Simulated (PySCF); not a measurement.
# Electron correlation in V⁺ (vanadium, charge +1)

[Ar] 3d3 4s1, high-spin 5F determinant (an excited configuration). All numbers are calculated (PySCF 2.14, no relativity, point nucleus, in def2-TZVPPD). Frozen: [Ne]; 12 electrons correlated.

```json
{"level": "CCSD", "correlation energy (mhartree)": "-323.13"}
{"level": "(T)", "correlation energy (mhartree)": "-6.90"}
{"level": "CCSD(T)", "correlation energy (mhartree)": "-330.03"}
```

Diagnostics: T1 = 0.0094, D1 = 0.0335, largest double amplitude 0.022.

Cost of the coupled-cluster step: about 17 core-seconds, for 12 correlated electrons.

Iterations:

```
CC2 = 0
CCSD nocc = (np.int64(8), np.int64(4)), nmo = (62, 62)
frozen orbitals [[0, 1, 2, 3, 4], [0, 1, 2, 3, 4]]
max_cycle = 100
direct = 0
conv_tol = 1e-08
conv_tol_normt = 1e-06
diis_space = 8
diis_start_cycle = 0
Init t2, MP2 energy = -0.302326118090524
Init E_corr(UCCSD) = -0.302326118095256
cycle = 1  E_corr(UCCSD) = -0.31758703889342  dE = -0.0152609208  norm(t1,t2) = 0.0402275
cycle = 2  E_corr(UCCSD) = -0.321972849907365  dE = -0.00438581101  norm(t1,t2) = 0.0112326
cycle = 3  E_corr(UCCSD) = -0.323074767364626  dE = -0.00110191746  norm(t1,t2) = 0.00488339
cycle = 4  E_corr(UCCSD) = -0.323195575952868  dE = -0.000120808588  norm(t1,t2) = 0.000955041
cycle = 5  E_corr(UCCSD) = -0.323124023807159  dE = 7.15521457e-05  norm(t1,t2) = 0.000318281
cycle = 6  E_corr(UCCSD) = -0.323125273052892  dE = -1.24924573e-06  norm(t1,t2) = 9.48158e-05
cycle = 7  E_corr(UCCSD) = -0.323129463762088  dE = -4.1907092e-06  norm(t1,t2) = 3.56405e-05
cycle = 8  E_corr(UCCSD) = -0.32312906748235  dE = 3.96279738e-07  norm(t1,t2) = 8.99669e-06
cycle = 9  E_corr(UCCSD) = -0.323129052920347  dE = 1.45620037e-08  norm(t1,t2) = 2.24886e-06
cycle = 10  E_corr(UCCSD) = -0.323129080848396  dE = -2.79280497e-08  norm(t1,t2) = 7.08975e-07
cycle = 11  E_corr(UCCSD) = -0.323129068595085  dE = 1.2253311e-08  norm(t1,t2) = 1.94556e-07
cycle = 12  E_corr(UCCSD) = -0.323129069364057  dE = -7.68972108e-10  norm(t1,t2) = 6.09018e-08
UCCSD converged
E(UCCSD) = -942.9886255356574  E_corr = -0.3231290693640575
UCCSD(T) correction = -0.00689507801850095
```

This basis was not built for core-valence correlation, so the inner-shell part is incomplete.
